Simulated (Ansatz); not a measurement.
Consider the atomization: `C[O][SbH][NH2]` → C• + 6 H• + N• + O• + Sb•.

Program: Ansatz. Geometries: PBE0-D4/def2-TZVP. ΔE: electronic, gas phase. CBS: MP2 limit from def2 TZ/QZ plus the TZ coupled-cluster correction, frozen cores. This one scheme is used for every species, atoms too. Functionals use def2-TZVPP. Open shells (•) are unrestricted, without spin–orbit coupling. Spin–orbit coupling would lower the free atoms: a little for C, O. def2 core potentials past Kr. Bonds to Sb are less sure, by a few kJ/mol each and by 10 to 20 or more in all where they break to atoms, as the def2 sets lack core-valence functions. Each species was taken in one conformer, which may not be the lowest.

```tsv
level	ΔE (eV)
ωB97M-V	33.89
PBE	34.47
MP2/def2-TZVPP	32.97
CCSD/def2-TZVPP	32.13
CCSD(T)/def2-TZVPP	32.75
HF/def2-QZVPP	22.23
MP2/def2-QZVPP	33.72
SCS-MP2/def2-QZVPP	33.98
```

What does CCSD(T)/CBS give? (Best estimate.)

Ansatz gave: +33.98 eV. The listed levels differ from it by -0.09, 0.49, -1.01, -1.85, -1.23, -11.75, -0.26, 0.00 eV.

Largest T1 diagnostic among the species: 0.014.

From PBE to PBE0 (25 % exact exchange), in def2-TZVPP and without D4, ΔE moves by −1.01 eV: exact exchange takes away binding that semilocal exchange gives to molecules. The D4 term adds +0.32 eV with B3LYP and +0.17 eV with PBE0; it sums over pairs of atoms, weighted by their polarisabilities, and B3LYP, whose exchange is more repulsive, gets the larger term. In def2-TZVPP, CCSD(T) changes the Hartree–Fock value by +10.64 eV (the triples alone add +0.62 eV) and MP2 by +10.86 eV; breaking electron pairs costs correlation energy, which Hartree–Fock lacks.

B3LYP here is the variant with VWN-RPA as its local correlation; programs differ in this.

For atomizations the MP2-based limit and the directly extrapolated one differ by several kJ/mol either way, and by 10 to 25 for some Ge, Se and Sn compounds, so smaller differences from it don't rank the levels.
